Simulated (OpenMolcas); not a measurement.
Tc4+ (d3) among equal point charges was computed by CASSCF with the d shell active (OpenMolcas, ANO-RCC-VDZP on the metal). Its lowest spin-free states, and all those of the highest spin:

```json
{"2S+1": "4", "Degeneracy": "1", "E (cm-1)": "0.0"}
{"2S+1": "4", "Degeneracy": "1", "E (cm-1)": "9782"}
{"2S+1": "4", "Degeneracy": "2", "E (cm-1)": "9974"}
{"2S+1": "4", "Degeneracy": "2", "E (cm-1)": "16136"}
{"2S+1": "4", "Degeneracy": "1", "E (cm-1)": "16478"}
{"2S+1": "2", "Degeneracy": "1", "E (cm-1)": "16754"}
{"2S+1": "2", "Degeneracy": "1", "E (cm-1)": "16799"}
{"2S+1": "2", "Degeneracy": "2", "E (cm-1)": "17612"}
{"2S+1": "2", "Degeneracy": "1", "E (cm-1)": "17627"}
{"2S+1": "2", "Degeneracy": "2", "E (cm-1)": "23180"}
{"2S+1": "2", "Degeneracy": "1", "E (cm-1)": "23255"}
{"2S+1": "2", "Degeneracy": "1", "E (cm-1)": "24271"}
{"2S+1": "4", "Degeneracy": "2", "E (cm-1)": "27123"}
{"2S+1": "4", "Degeneracy": "1", "E (cm-1)": "27296"}
```

Problem. Is the site octahedral, tetrahedral or cube-like, axial, or of lower symmetry?

Solution. The states with 2S+1 = 4 have orbital degeneracies 1, 1, 2, 2, 1, 2, 1. There are pairs but no triples, so the site is axial: not cubic, but with a proper or improper axis of order three or more. The run had Tc4+ among 6 point charges of -1.7 e arranged as a tetragonal octahedron (D4h), 1.91 Å from the ion, with the axial distance 1.891 Å.

Without dynamic correlation the repulsion within the d shell is too large (B by tens of per cent), so at a given field states of lower spin stand too high. Point charges carry no covalency, so the field is a model and not that of real ligands. No measured value stands beside these numbers.
